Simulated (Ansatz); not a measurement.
Ansatz (a first-principles code) input file for C4H10Cd, SMILES C[CH2][Cd][CH2]C, B3LYP-D3(BJ)/def2-SVP. 

Ansatz 0.2 input:
```yaml
crystal:
  periodic: [false, false, false]
  atoms:
    - {symbol: Cd, position_ang: [-0.00549440, 0.00215288, 0.00165440]}
    - {symbol: C, position_ang: [-0.31393417, -0.61969989, 2.13392405]}
    - {symbol: C, position_ang: [0.20286851, -2.05350225, 2.28868220]}
    - {symbol: H, position_ang: [-1.37127635, -0.59024560, 2.41605764]}
    - {symbol: H, position_ang: [0.22605824, 0.03037746, 2.82974144]}
    - {symbol: H, position_ang: [1.26813455, -2.11883923, 2.04975969]}
    - {symbol: H, position_ang: [-0.34022865, -2.74281575, 1.63607504]}
    - {symbol: H, position_ang: [0.07651064, -2.40911720, 3.31643187]}
    - {symbol: C, position_ang: [0.30787803, 0.60730317, -2.13482551]}
    - {symbol: C, position_ang: [-0.16862906, 2.05434988, -2.29624441]}
    - {symbol: H, position_ang: [-0.25553130, -0.03176348, -2.82238741]}
    - {symbol: H, position_ang: [1.36185504, 0.54544001, -2.42451077]}
    - {symbol: H, position_ang: [0.39985990, 2.73278816, -1.65391075]}
    - {symbol: H, position_ang: [-1.22928275, 2.15201147, -2.04807630]}
    - {symbol: H, position_ang: [-0.04146773, 2.39812034, -3.32781003]}
basis:
  gaussian:
    orbitals: def2-SVP
hamiltonian:
  xc: b3lyp
  dispersion: d3bj
relax: {f_tol: 0.002, max_steps: 200}
```

Output:

```
WARN ansatz: RAYON_NUM_THREADS=2 ignored (pool sized by the plan → 2); use --threads N
Functional definition: B3LYP
integrals: 0.12 GiB planned
1548 factors; integrals over basis functions are off by at most 3.5e-4 eV
mean field: 0.78 GiB planned
mean field evaluation 1: about -8856.4484 eV, gradient 7.9e1 eV
mean field evaluation 2: about -8835.8498 eV, gradient 1.1e2 eV
mean field evaluation 4: about -8873.0404 eV, gradient 2.7e0 eV
mean field evaluation 8: about -8873.1247 eV, gradient 1.3e-1 eV
mean field evaluation 16: about -8873.1247 eV, gradient 2.0e-5 eV
mean field -8873.12473248 eV, -326.0813194987 hartree, gradient 2.0e-5 eV, S^2 0.000000; 0 other end points of the search recorded, 0 dependent functions left out
the calculation of the forces begins
reference -8873.12501681 eV, -326.0813299474 hartree; 27, 27 occupied and 110, 110 virtual orbitals, 1548 factors
relax step   1: F+E_penalty+E_count = -8873.63594696 eV  Δ(F+E_penalty+E_count) = +0.000e0 eV  max|allowed force component| = 7.272e-1 eV/Å  Δτ_max = 0.0000 Å  (27 SCF iters, accepted)
these checks for a lower state are left out or cut short: starts, cluster_reference, orbital_swaps, neighbouring_geometries, increment
integrals: 0.12 GiB planned
1548 factors; integrals over basis functions are off by at most 3.7e-4 eV
mean field: 0.78 GiB planned
mean field -8873.26755405 eV, -326.0865680944 hartree, gradient 8.9e-6 eV, S^2 0.000000; 0 other end points of the search recorded, 0 dependent functions left out
the calculation of the forces begins
reference -8873.26783885 eV, -326.0865785606 hartree; 27, 27 occupied and 110, 110 virtual orbitals, 1548 factors
relax step   2: F+E_penalty+E_count = -8873.77563337 eV  Δ(F+E_penalty+E_count) = -1.397e-1 eV  max|allowed force component| = 3.312e-1 eV/Å  Δτ_max = 0.1939 Å  (30 SCF iters, accepted)
these checks for a lower state are left out or cut short: starts, cluster_reference, orbital_swaps, neighbouring_geometries, increment
integrals: 0.12 GiB planned
1548 factors; integrals over basis functions are off by at most 3.6e-4 eV
mean field: 0.78 GiB planned
mean field -8873.28461391 eV, -326.0871950329 hartree, gradient 1.8e-5 eV, S^2 0.000000; 0 other end points of the search recorded, 0 dependent functions left out
the calculation of the forces begins
reference -8873.28489809 eV, -326.0872054762 hartree; 27, 27 occupied and 110, 110 virtual orbitals, 1548 factors
relax step   3: F+E_penalty+E_count = -8873.79298576 eV  Δ(F+E_penalty+E_count) = -1.735e-2 eV  max|allowed force component| = 1.313e-1 eV/Å  Δτ_max = 0.0500 Å  (30 SCF iters, accepted)
these checks for a lower state are left out or cut short: starts, cluster_reference, orbital_swaps, neighbouring_geometries, increment
integrals: 0.12 GiB planned
1548 factors; integrals over basis functions are off by at most 3.6e-4 eV
mean field: 0.78 GiB planned
mean field evaluation 32: about -8873.2099 eV, gradient 3.6e-1 eV
mean field -8873.28492918 eV, -326.0872066189 hartree, gradient 1.0e-5 eV, S^2 0.000000; 0 other end points of the search recorded, 0 dependent functions left out
the calculation of the forces begins
reference -8873.28521320 eV, -326.0872170564 hartree; 27, 27 occupied and 110, 110 virtual orbitals, 1548 factors
relax step   4: F+E_penalty+E_count = -8873.79355163 eV  Δ(F+E_penalty+E_count) = -5.659e-4 eV  max|allowed force component| = 5.694e-2 eV/Å  Δτ_max = 0.0046 Å  (25 SCF iters, accepted)
these checks for a lower state are left out or cut short: starts, cluster_reference, orbital_swaps, neighbouring_geometries, increment
integrals: 0.12 GiB planned
1548 factors; integrals over basis functions are off by at most 3.6e-4 eV
mean field: 0.78 GiB planned
mean field -8873.28502574 eV, -326.0872101674 hartree, gradient 8.4e-6 eV, S^2 0.000000; 0 other end points of the search recorded, 0 dependent functions left out
the calculation of the forces begins
reference -8873.28530970 eV, -326.0872206028 hartree; 27, 27 occupied and 110, 110 virtual orbitals, 1548 factors
relax step   5: F+E_penalty+E_count = -8873.79367355 eV  Δ(F+E_penalty+E_count) = -1.219e-4 eV  max|allowed force component| = 1.542e-3 eV/Å  Δτ_max = 0.0031 Å  (24 SCF iters, accepted)
integrals: 0.12 GiB planned
1548 factors; integrals over basis functions are off by at most 3.6e-4 eV
mean field: 0.78 GiB planned
mean field -8873.28502574 eV, -326.0872101674 hartree, gradient 8.4e-6 eV, S^2 0.000000; 1 other end points of the search recorded, 0 dependent functions left out
the calculation of the forces begins
reference -8873.28530970 eV, -326.0872206028 hartree; 27, 27 occupied and 110, 110 virtual orbitals, 1548 factors
Total energy: -8873.79395751 eV, -326.1059130648 hartree
Atom 0 at    -0.002790    -0.005192    -0.003527 Å, force     0.000201     0.000003    -0.000164 eV/Å
Atom 1 at    -0.269521    -0.666954     2.030238 Å, force     0.000041     0.000779    -0.001542 eV/Å
Atom 2 at     0.211009    -2.094443     2.318306 Å, force    -0.000414     0.000747     0.000386 eV/Å
Atom 3 at    -1.342195    -0.565962     2.269945 Å, force     0.000266    -0.000259    -0.000272 eV/Å
Atom 4 at     0.254213     0.054391     2.681129 Å, force     0.000055    -0.000308    -0.000320 eV/Å
Atom 5 at     1.288336    -2.219027     2.116937 Å, force     0.000277    -0.000258     0.000283 eV/Å
Atom 6 at    -0.316931    -2.842824     1.703558 Å, force    -0.000056    -0.000392     0.000166 eV/Å
Atom 7 at     0.049959    -2.379933     3.374481 Å, force     0.000040    -0.000632     0.000857 eV/Å
Atom 8 at     0.264941     0.654290    -2.037889 Å, force    -0.000107    -0.000880     0.001268 eV/Å
Atom 9 at    -0.177638     2.095098    -2.320231 Å, force     0.000319    -0.000727    -0.000245 eV/Å
Atom 10 at    -0.284016    -0.051055    -2.685534 Å, force    -0.000122     0.000397     0.000016 eV/Å
Atom 11 at     1.332383     0.523689    -2.286535 Å, force    -0.000234     0.000237    -0.000035 eV/Å
Atom 12 at     0.376284     2.827494    -1.709121 Å, force     0.000051     0.000278     0.000159 eV/Å
Atom 13 at    -1.249320     2.249705    -2.109774 Å, force    -0.000242     0.000099     0.000009 eV/Å
Atom 14 at    -0.017394     2.377282    -3.377422 Å, force    -0.000076     0.000918    -0.000565 eV/Å
Dipole moment:    -0.000526    -0.000068    -0.000052 e Å
```

The calculation finished and met its thresholds.
